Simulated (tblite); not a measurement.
Start geometry of `C(C)O[C@@]1(F)COC=C1F` from a force field or distance geometry (Å):
```
atom  x, y, z in Å
C1     2.904    0.013    0.081
C2     1.543    0.264   -0.580
O3     0.571   -0.460    0.171
C4    -0.760   -0.222   -0.320
F5    -0.756   -0.273   -1.662
C6    -1.738   -1.284    0.240
O7    -2.920   -0.613    0.754
C8    -2.550    0.718    0.777
C9    -1.383    0.996    0.220
F10   -0.895    2.241    0.124
H11    3.687    0.541   -0.456
H12    2.883    0.352    1.125
H13    3.124   -1.052    0.108
H14    1.578   -0.101   -1.607
H15    1.325    1.340   -0.565
H16   -2.057   -1.979   -0.526
H17   -1.293   -1.856    1.070
H18   -3.273    1.381    1.212
```

Task: What comes out of this run: GFN2-xTB geometry optimisation, gas phase in tblite?

Result: 
```
atom  x, y, z in Å
C1     2.8885   -0.0929    0.0411
C2     1.5255    0.4337   -0.3681
O3     0.5389   -0.4797    0.1332
C4    -0.7351   -0.3078   -0.3289
F5    -0.7440   -0.5449   -1.7138
C6    -1.6923   -1.2948    0.3673
O7    -2.7501   -0.5413    0.9483
C8    -2.5388    0.7644    0.6781
C9    -1.4382    0.9978   -0.0315
F10   -0.9873    2.1928   -0.4399
H11    3.6604    0.5853   -0.3103
H12    2.9450   -0.1718    1.1232
H13    3.0539   -1.0765   -0.3889
H14    1.4443    0.4952   -1.4586
H15    1.3552    1.4289    0.0595
H16   -2.1090   -2.0011   -0.3541
H17   -1.1572   -1.8350    1.1513
H18   -3.2684    1.4540    1.0603
```

The energy falls by 0.268 eV over 128 L-BFGS steps, the largest force on an atom goes from 2.50 to 0.009 eV/Å, and the atoms move by 0.342 Å rms after alignment. The bond that changes most is O3–C4 (ether oxygen to sp3 C–F carbon), which shortens by 0.072 Å. Bonds longer at the end by more than 0.005 Å: 5 of 18; shorter: 7. Among the angles that change most is C6–O7–C8, from 103.5° to 108.3°. Among the dihedrals that turn most is C2–O3–C4–C9, from -84° to -62°. Rotational constants go from 2222, 961.4, 828.3 to 2119, 980.1, 847.2 MHz. The orientation of the end geometry is arbitrary; only internal coordinates are fixed.

Hardware: Arm Neoverse V2, one thread, shared host with 192 logical CPUs at a one-minute load of 136. Cost: 0.76 s of wall time.

Its GFN2-xTB frequencies are all real (lowest 46 cm⁻¹). One conformer, not necessarily the lowest. 2 starts were optimised and ended at 0.00 and 1.96 kcal/mol (GFN2-xTB); the lowest of these is shown.

All values are computed, not measured.
